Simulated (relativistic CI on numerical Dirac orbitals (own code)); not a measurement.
**Level scheme of B²⁺**

Computed by Dirac-Coulomb-Breit CI, separate exchange-only KLI orbitals for each configuration, model QED (radiative potential, 1s self-energy scaled to tabulated hydrogen-like ionisation energies), valence Slater integrals scaled by 0.85, P86 correlation energy added to each configuration (own radial code, finite nucleus).

Configurations in the expansion (outside the closed core 1s2): 2s, 2p, 3s, 3p, 3d, 4s, 4p, 4f, 4d, 5s, 5p, 5g, 5f, 5d, 6s, 6p, 6d. Levels of other configurations are missing.

The lowest level is 2s ²S1/2, with 100 % of that term; Hund's rules for 2s give ²S with J = 1/2, in agreement.

| No. | Configuration | Term | J | E (cm⁻¹) | % | Landé g | jj configuration (%) |
| --- | --- | --- | --- | --- | --- | --- | --- |
| 1 | 2s | ²S | 1/2 | 0.0 | 100 | 2.002 | 2s (100) |
| 2 | 2p | ²P° | 1/2 | 49663.4 | 100 | 0.666 | 2p1/2 (100) |
| 3 | 2p | ²P° | 3/2 | 49693.9 | 100 | 1.334 | 2p3/2 (100) |
| 4 | 3s | ²S | 1/2 | 180589.8 | 100 | 2.002 | 3s (100) |
| 5 | 3p | ²P° | 1/2 | 193537.5 | 100 | 0.666 | 3p1/2 (100) |
| 6 | 3p | ²P° | 3/2 | 193545.5 | 100 | 1.334 | 3p3/2 (100) |
| 7 | 3d | ²D | 3/2 | 195034.9 | 100 | 0.800 | 3d3/2 (100) |
| 8 | 3d | ²D | 5/2 | 195037.8 | 100 | 1.200 | 3d5/2 (100) |
| 9 | 4s | ²S | 1/2 | 238240.9 | 100 | 2.002 | 4s (100) |
| 10 | 4p | ²P° | 1/2 | 243484.1 | 100 | 0.666 | 4p1/2 (100) |
| 11 | 4p | ²P° | 3/2 | 243487.0 | 100 | 1.334 | 4p3/2 (100) |
| 12 | 4d | ²D | 3/2 | 244294.6 | 100 | 0.800 | 4d3/2 (100) |
| 13 | 4d | ²D | 5/2 | 244295.8 | 100 | 1.200 | 4d5/2 (100) |
| 14 | 4f | ²F° | 5/2 | 246854.3 | 100 | 0.857 | 4f5/2 (100) |
| 15 | 4f | ²F° | 7/2 | 246854.9 | 100 | 1.143 | 4f7/2 (100) |
| 16 | 5s | ²S | 1/2 | 264024.6 | 100 | 2.002 | 5s (100) |
| 17 | 5p | ²P° | 1/2 | 266675.9 | 100 | 0.666 | 5p1/2 (100) |
| 18 | 5p | ²P° | 3/2 | 266677.2 | 100 | 1.334 | 5p3/2 (100) |
| 19 | 5d | ²D | 3/2 | 267148.5 | 100 | 0.800 | 5d3/2 (100) |
| 20 | 5d | ²D | 5/2 | 267149.1 | 100 | 1.200 | 5d5/2 (100) |
| 21 | 5f | ²F° | 5/2 | 269075.3 | 100 | 0.857 | 5f5/2 (100) |
| 22 | 5g | ²G | 7/2 | 269075.5 | 100 | 0.889 | 5g7/2 (100) |
| 23 | 5f | ²F° | 7/2 | 269075.7 | 100 | 1.143 | 5f7/2 (100) |
| 24 | 5g | ²G | 9/2 | 269075.7 | 100 | 1.111 | 5g9/2 (100) |
| 25 | 6s | ²S | 1/2 | 277827.7 | 100 | 2.002 | 6s (100) |
| 26 | 6p | ²P° | 1/2 | 279356.1 | 100 | 0.666 | 6p1/2 (100) |
| 27 | 6p | ²P° | 3/2 | 279356.8 | 100 | 1.334 | 6p3/2 (100) |
| 28 | 6d | ²D | 3/2 | 279647.0 | 100 | 0.800 | 6d3/2 (100) |
| 29 | 6d | ²D | 5/2 | 279647.4 | 100 | 1.200 | 6d5/2 (100) |

Energies count from the lowest computed level; ° marks odd parity. Filled j subshells are mostly left out of the jj labels.

The mean weight of the leading LS term, summed over parents, in these 29 levels is 100 %, and that of the leading jj configuration (from the same eigenvectors) 100 %.

Correlation outside the listed configurations is missing or only estimated: errors of thousands of cm⁻¹ between configurations and terms are usual at this charge. Rates and lifetimes follow the computed energies and can be off by large factors. The fine structure of a lone outer electron comes out too small, for d and f at times inverted, and misplaced configurations move strength between like terms. 11 of the 11 excited levels that our extract of the measured tables holds in this range could be paired (the sources list more); they are missed by 809 cm⁻¹ on average and 1305 at most, and levels without a partner can miss by more.
